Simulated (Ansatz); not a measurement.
Reaction (SMILES): N[Si](N)(F)F → [NH][Si](N)(F)F + H atom (the H-N bond at the site shown breaks; other sites are not compared here)
Geometries: B3LYP-D3(BJ)/def2-TZVP minima from Ansatz (a quantum-chemistry and plane-wave program), one conformer each, not searched for the lowest.

Wanted: bond dissociation energy (electronic energy difference), in kJ/mol. Correlated levels leave the core frozen unless marked. UHF or UKS for open shells. Spin-orbit coupling is left out. No relativistic terms. Basis-set limits of correlation are two-point, X^-3; Hartree-Fock from the larger set. [CCSD(T)-MP2]/basis is that difference in the basis named.

```csv
level,program,bond dissociation energy (kJ/mol)
PBE/def2-TZVPD,Ansatz,488.8
revPBE-D4/def2-TZVPD,Ansatz + dftd4,481.3
PBE0/def2-TZVP,Ansatz,492.0
BHLYP/def2-TZVPD,Ansatz,488.8
CAM-B3LYP-D3(BJ)/def2-TZVPD,Ansatz + dftd3,503.2
CAM-B3LYP/def2-TZVPD,Ansatz,502.0
"RI-MP2/CBS(cc-pV(T+d)Z,cc-pV(Q+d)Z)+[CCSD(T)-MP2]/cc-pV(T+d)Z",Ansatz,516.3
```
